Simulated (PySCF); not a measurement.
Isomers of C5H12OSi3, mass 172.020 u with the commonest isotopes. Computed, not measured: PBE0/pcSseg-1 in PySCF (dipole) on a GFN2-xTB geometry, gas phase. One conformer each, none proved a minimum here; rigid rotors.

Problem. Order these by out-of-plane moment Σ m c² = (Ia + Ib − Ic)/2, largest first.
A. `[O:1]=[C:2]1[CH2:3][SiH:4](/[C:5]([SiH3:6])=[CH:7]/[SiH3:8])[CH2:9]1` with C3–Si4–C5–Si6 75°, O1–C2–C3–Si4 156°, C2–C3–Si4–C5 130°, C3–Si4–C9–C2 -14°, O1–C2–C9–Si4 -156°
B. `[O:1]=[C:2]1[CH2:3][C@H:4](/[C:5]([SiH3:6])=[CH:7]\[SiH3:8])[SiH2:9]1` with C3–C4–C5–Si6 -32°
C. `[O:1]=[C:2]1[SiH2:3][SiH2:4][SiH2:5][C@@H:6]1[CH:7]1[CH2:8][CH2:9]1` with Si5–C6–C7–C8 161°, O1–C2–Si3–Si4 126°, C2–Si3–Si4–Si5 8°, Si3–Si4–Si5–C6 16°, Si4–Si5–C6–C7 77°
D. `[CH2:1]=[CH:2][Si@@H:3]1[CH2:4][C:5](=[CH2:6])[SiH2:7][SiH2:8][O:9]1` with C1–C2–Si3–C4 103°, C2–Si3–C4–C5 -65°, Si3–C4–C5–C6 101°, C4–C5–Si7–Si8 52°, C5–Si7–Si8–O9 -14°

Solution. C (143.21 u·Å²), D (123.51 u·Å²), B (75.60 u·Å²), A (46.27 u·Å²).

Problem. Order these by radius of gyration √(Σ m r²/M), largest first.
A. `[O:1]=[C:2]1[CH2:3][SiH:4](/[C:5]([SiH3:6])=[CH:7]/[SiH3:8])[CH2:9]1` with C3–Si4–C5–Si6 75°, O1–C2–C3–Si4 156°, C2–C3–Si4–C5 130°, C3–Si4–C9–C2 -14°, O1–C2–C9–Si4 -156°
B. `[O:1]=[C:2]1[CH2:3][C@H:4](/[C:5]([SiH3:6])=[CH:7]\[SiH3:8])[SiH2:9]1` with C3–C4–C5–Si6 -32°
C. `[CH2:1]=[CH:2][Si@@H:3]1[CH2:4][C:5](=[CH2:6])[SiH2:7][SiH2:8][O:9]1` with C1–C2–Si3–C4 103°, C2–Si3–C4–C5 -65°, Si3–C4–C5–C6 101°, C4–C5–Si7–Si8 52°, C5–Si7–Si8–O9 -14°
D. `[O:1]=[C:2]1[SiH2:3][SiH2:4][SiH2:5][C@@H:6]1[CH:7]1[CH2:8][CH2:9]1` with Si5–C6–C7–C8 161°, O1–C2–Si3–Si4 126°, C2–Si3–Si4–Si5 8°, Si3–Si4–Si5–C6 16°, Si4–Si5–C6–C7 77°

Solution. A (2.756 Å), B (2.502 Å), D (2.255 Å), C (2.195 Å).

Problem. Order these by dipole moment, smallest first.
A. `[O:1]=[C:2]1[SiH2:3][SiH2:4][SiH2:5][C@@H:6]1[CH:7]1[CH2:8][CH2:9]1` with Si5–C6–C7–C8 161°, O1–C2–Si3–Si4 126°, C2–Si3–Si4–Si5 8°, Si3–Si4–Si5–C6 16°, Si4–Si5–C6–C7 77°
B. `[O:1]=[C:2]1[CH2:3][SiH:4](/[C:5]([SiH3:6])=[CH:7]/[SiH3:8])[CH2:9]1` with C3–Si4–C5–Si6 75°, O1–C2–C3–Si4 156°, C2–C3–Si4–C5 130°, C3–Si4–C9–C2 -14°, O1–C2–C9–Si4 -156°
C. `[O:1]=[C:2]1[CH2:3][C@H:4](/[C:5]([SiH3:6])=[CH:7]\[SiH3:8])[SiH2:9]1` with C3–C4–C5–Si6 -32°
D. `[CH2:1]=[CH:2][Si@@H:3]1[CH2:4][C:5](=[CH2:6])[SiH2:7][SiH2:8][O:9]1` with C1–C2–Si3–C4 103°, C2–Si3–C4–C5 -65°, Si3–C4–C5–C6 101°, C4–C5–Si7–Si8 52°, C5–Si7–Si8–O9 -14°

Solution. D (1.03 D), C (2.07 D), A (2.84 D), B (3.44 D).

| SMILES | point group | Ia (u·Å²) | Ib (u·Å²) | Ic (u·Å²) | κ | μa (D) | μb (D) | μc (D) |
| --- | --- | --- | --- | --- | --- | --- | --- | --- |
| O=C1C[SiH](/C([SiH3])=C/[SiH3])C1 | C1 | 283.60 | 1069.50 | 1260.56 | -0.90 | 3.42 | 0.17 | 0.35 |
| O=C1C[C@H](/C([SiH3])=C\[SiH3])[SiH2]1 | C1 | 364.48 | 787.99 | 1001.27 | -0.69 | 2.01 | 0.48 | 0.00 |
| O=C1[SiH2][SiH2][SiH2][C@@H]1C1CC1 | C1 | 404.18 | 613.39 | 731.16 | -0.53 | 0.57 | 1.99 | 1.95 |
| C=C[Si@@H]1CC(=C)[SiH2][SiH2]O1 | C1 | 415.66 | 536.67 | 705.32 | -0.10 | 0.08 | 0.95 | 0.40 |
